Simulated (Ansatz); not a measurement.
One change: `NC#[C][AlH][NH2]` becomes `C#[C][AlH][NH2]`.

Ansatz, PBE0-D4/def2-TZVP geometries, multiplicity 1. Each molecule was computed in one conformer, which needn't be the lowest.

```csv
property,`NC#[C][AlH][NH2]`
size of the dipole moment (ωB97M-V/def2-TZVPP) / D,2.58
LUMO energy (PBE0/def2-TZVPP) / eV,-0.24
HOMO energy (PBE0/def2-TZVPP) / eV,-6.43
size of the dipole moment (B3LYP/def2-TZVPP) / D,2.64
size of the dipole moment (PBE/def2-TZVPP) / D,2.77
HOMO–LUMO gap (ωB97M-V/def2-TZVPP) / eV,10.00
```

**Question.** What does the change do to each property? (Estimate.)

**Answer.** Ansatz gave: 
```csv
property,`C#[C][AlH][NH2]`,shift
size of the dipole moment (ωB97M-V/def2-TZVPP) / D,1.09,-1.49
LUMO energy (PBE0/def2-TZVPP) / eV,-0.93,-0.69
HOMO energy (PBE0/def2-TZVPP) / eV,-7.56,-1.13
size of the dipole moment (B3LYP/def2-TZVPP) / D,1.12,-1.52
size of the dipole moment (PBE/def2-TZVPP) / D,1.21,-1.56
HOMO–LUMO gap (ωB97M-V/def2-TZVPP) / eV,10.74,0.74
```

With PBE0 the HOMO falls by 1.13 eV and the LUMO falls by 0.69 eV, so the gap widens by about 0.44 eV. PBE moves the HOMO by -0.97 eV and ωB97M-V by -1.32 eV. The zero-point energy changes by -46.0 kJ/mol with -6 modes. Dipoles are sizes alone; their direction can turn.

B3LYP here is the variant with VWN-RPA as its local correlation; programs differ in this.
